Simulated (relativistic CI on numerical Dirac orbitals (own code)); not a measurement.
**Zr2+: resonant inelastic scattering at the L2,3 edge**

Computed with this model: Dirac-Coulomb-Breit CI, KLI orbitals optimised for each configuration, QED by a radiative potential, valence Slater integrals scaled by 0.9, Kramers-Heisenberg scattering through one core-hole configuration in a parametric crystal field; configurations [Kr] 4d2 → [He] 2s2 2p5 3s2 3p6 3d10 4s2 4p6 4d3; 300 K; core-hole width 1.6 eV; summed over polarisations. Incident energies are the highest absorption maxima for each field (at most a few, so the weaker spin-orbit partner edge can be absent), on the computed scale of the free ion. Intensities are in per cent of the strongest line above 0.02 eV; levels within 1 cm⁻¹ are merged; final levels count from the ground level, the first row holds all elastic scattering, lines under 0.4 are left out and each table stops after 24 rows. The scale of the Slater integrals is a model choice and moves the terms in proportion.

Field parameters in Wybourne normalisation: Oh B⁴₀ = 21Dq, B⁴₄ = √(5/14) B⁴₀. The field is a parameter set, without covalency.

S is read from ⟨S²⟩ = S(S + 1).

Oh, 10Dq = 4700 cm⁻¹:

```
Final level (eV)  Degeneracy  Irrep     S  2225.4 eV  2309.9 eV
           0.000           2      E  1.00     4075.1      495.0
           0.007           3     T2  1.00       24.4       33.0
           0.071           3     T1  1.00       72.3       13.5
           0.106           1     A1  1.00       17.6       13.1
           0.525           1     A2  1.00       21.6        9.2
           0.528           3     T2  0.99       78.6       41.3
           0.561           3     T1  1.00       31.4       12.4
           0.566           2      E  1.00       49.7       21.6
           1.084           3     T2  0.12      100.0       78.1
           1.127           2      E  0.04       45.4       31.0
           1.136           3     T2  0.97       43.5       13.7
           1.510           1     A1  1.00       19.6       32.0
           1.534           3     T1  1.00       50.0       21.9
           1.576           3     T2  0.99       48.8       12.0
           1.579           2      E  0.99       47.3        6.7
           1.805           3     T2  0.03       36.7       36.8
           1.948           1     A1  0.01       19.9       23.9
           1.988           3     T1  0.00       18.7       24.1
           2.338           2      E  0.01        2.3        3.1
           4.185           1     A1  0.00        3.5        5.6
```

Oh, 10Dq = 10650 cm⁻¹:

| Final level (eV) | Degeneracy | Irrep | S | 2225.4 eV | 2309.7 eV |
| --- | --- | --- | --- | --- | --- |
| 0.000 | 2 | E | 1.00 | 3020.6 | 496.8 |
| 0.003 | 3 | T2 | 1.00 | 21.5 | 16.0 |
| 0.063 | 3 | T1 | 1.00 | 80.5 | 11.1 |
| 0.093 | 1 | A1 | 1.00 | 22.6 | 22.1 |
| 1.065 | 3 | T2 | 0.19 | 51.0 | 94.0 |
| 1.107 | 2 | E | 0.01 | 33.9 | 25.6 |
| 1.208 | 1 | A2 | 1.00 | 26.7 | 14.4 |
| 1.237 | 3 | T2 | 0.92 | 100.0 | 20.6 |
| 1.242 | 3 | T1 | 1.00 | 46.2 | 17.2 |
| 1.244 | 2 | E | 1.00 | 49.9 | 22.7 |
| 2.137 | 1 | A1 | 0.89 | 13.4 | 43.2 |
| 2.173 | 3 | T1 | 1.00 | 50.6 | 34.6 |
| 2.206 | 3 | T2 | 0.99 | 82.0 | 20.8 |
| 2.210 | 2 | E | 1.00 | 66.5 | 6.9 |
| 2.237 | 1 | A1 | 0.26 | 22.5 | 11.1 |
| 2.421 | 3 | T2 | 0.18 | 25.3 | 18.8 |
| 2.567 | 3 | T2 | 0.94 | 19.3 | 4.4 |
| 2.671 | 3 | T1 | 0.00 | 14.0 | 12.7 |
| 3.728 | 2 | E | 0.00 | 0.6 | 0.7 |
| 5.278 | 1 | A1 | 0.00 | 0.7 | 1.2 |

For the first field the strongest loss at the lowest incident energy is the level at 1.08 eV (S = 0.12, against 1.00 in the thermal ground state). Levels of other spin, the first over 8 % at 1.08 eV, appear because spin-orbit coupling of the core hole, and in heavier ions of the valence shell too, mixes spins.
